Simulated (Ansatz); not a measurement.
```xyz
9

Si   -0.523    0.000    1.440
B    -0.535   -0.900   -0.272
Al    0.705    0.620   -0.730
B    -0.229   -1.191   -1.692
Cl    0.075   -1.598   -3.330
H    -1.751    0.692    1.908
H     0.439    1.210    1.149
H     0.145   -0.648    2.598
H     1.674    1.814   -1.070
```

The species carries charge 0 and has multiplicity 1.

List the ωB97M-V/def2-TZVPP orbital energies in eV (Ansatz 0.2.0). (An estimate is asked.)

Computed: Occupied: -2772.43, -1807.60, -1532.85, -262.82, -200.30, -200.17, -200.17, -188.71, -186.79, -148.65, -117.45, -102.82, -102.73, -102.72, -77.05, -77.04, -76.88, -26.49, -19.59, -17.23, -15.01, -14.26, -12.79, -12.69, -12.49, -12.35, -11.73, -8.83, -8.01. Lowest empty: 0.24, 0.26, 0.94, 1.43, 1.68, 2.07, 2.85, 3.24.
